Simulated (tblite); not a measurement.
Parent: `[CH3:1][CH2:2][SiH2:3][S:4][SiH2:5][NH2:6]` with C1–C2–Si3–S4 -59°, C2–Si3–S4–Si5 -48°, Si3–S4–Si5–N6 -46°, S4–Si5–N6–H -41° and -179°, C2H11NSSi2.

The geometries are computed with GFN2-xTB (gas phase). One conformer each, not checked by frequencies here.

```tsv
coordinate of the parent	value
C1–C2	1.525 Å
C2–Si3	1.901 Å
Si3–S4	2.147 Å
S4–Si5	2.152 Å
Si5–N6	1.720 Å
C1–C2–Si3	113.0°
C2–Si3–S4	111.7°
Si3–S4–Si5	104.8°
S4–Si5–N6	106.7°
```

Problem. How does the shared frame change in `[CH3:1][CH2:2][Si@H:3]([S:4][SiH3:5])[S:6][SiH2:7][NH2:8]` with C1–C2–Si3–S4 -176°, C2–Si3–S4–Si5 -55°, C2–Si3–S6–Si7 165°, Si3–S6–Si7–N8 151°, S6–Si7–N8–H 172° and 25°, C2H13NS2Si3? Atoms pair as C1 = C1, C2 = C2, Si3 = Si3, S4 = S6, Si5 = Si7, N6 = N8 (parent first).

Solution. 
```tsv
parent	relative	value in the relative	change
C1–C2	C1–C2	1.523 Å	-0.002
C2–Si3	C2–Si3	1.893 Å	-0.008
Si3–S4	Si3–S6	2.134 Å	-0.013
S4–Si5	S6–Si7	2.170 Å	+0.018
Si5–N6	Si7–N8	1.709 Å	-0.011
C1–C2–Si3	C1–C2–Si3	111.9°	-1.1
C2–Si3–S4	C2–Si3–S6	107.1°	-4.6
Si3–S4–Si5	Si3–S6–Si7	103.5°	-1.3
S4–Si5–N6	S6–Si7–N8	101.2°	-5.5
```

Of the parent's bonds, S4–Si5 changes most (+0.018 Å). Bonds of the relative outside the shared frame: Si3–S4 2.162, S4–Si5 2.143 Å. Point group C1 → C1.

Problem. How does the shared frame change in `[CH3:1][CH2:2][Si@@H:3]([S:4][CH3:5])[S:6][SiH2:7][NH2:8]` with C1–C2–Si3–S4 -179°, C2–Si3–S4–C5 -57°, C2–Si3–S6–Si7 -175°, Si3–S6–Si7–N8 63°, S6–Si7–N8–H 75° and -61°, C3H13NS2Si2? Atoms pair as C1 = C1, C2 = C2, Si3 = Si3, S4 = S6, Si5 = Si7, N6 = N8 (parent first).

Solution. 
| parent | relative | value in the relative | change |
| --- | --- | --- | --- |
| C1–C2 | C1–C2 | 1.523 Å | -0.002 |
| C2–Si3 | C2–Si3 | 1.896 Å | -0.005 |
| Si3–S4 | Si3–S6 | 2.125 Å | -0.022 |
| S4–Si5 | S6–Si7 | 2.189 Å | +0.037 |
| Si5–N6 | Si7–N8 | 1.712 Å | -0.008 |
| C1–C2–Si3 | C1–C2–Si3 | 111.8° | -1.2 |
| C2–Si3–S4 | C2–Si3–S6 | 108.2° | -3.5 |
| Si3–S4–Si5 | Si3–S6–Si7 | 104.4° | -0.4 |
| S4–Si5–N6 | S6–Si7–N8 | 115.4° | +8.7 |

Of the parent's bonds, S4–Si5 changes most (+0.037 Å). Bonds of the relative outside the shared frame: Si3–S4 2.163, S4–C5 1.817 Å. Point group C1 → C1.

Problem. How does the shared frame change in `[CH3:1][CH2:2][Si@H:3]([SH:4])[S:5][SiH2:6][NH2:7]` with C1–C2–Si3–S4 -69°, C2–Si3–S4–H 42°, C2–Si3–S5–Si6 171°, Si3–S5–Si6–N7 59°, S5–Si6–N7–H -178° and 42°, C2H11NS2Si2? Atoms pair as C1 = C1, C2 = C2, Si3 = Si3, S4 = S5, Si5 = Si6, N6 = N7 (parent first).

Solution. 
```tsv
parent	relative	value in the relative	change
C1–C2	C1–C2	1.522 Å	-0.003
C2–Si3	C2–Si3	1.896 Å	-0.005
Si3–S4	Si3–S5	2.132 Å	-0.015
S4–Si5	S5–Si6	2.162 Å	+0.010
Si5–N6	Si6–N7	1.716 Å	-0.004
C1–C2–Si3	C1–C2–Si3	113.2°	+0.2
C2–Si3–S4	C2–Si3–S5	107.0°	-4.7
Si3–S4–Si5	Si3–S5–Si6	103.4°	-1.4
S4–Si5–N6	S5–Si6–N7	104.9°	-1.8
```

Of the parent's bonds, Si3–S4 changes most (-0.015 Å). Bonds of the relative outside the shared frame: Si3–S4 2.161 Å. Point group C1 → C1.
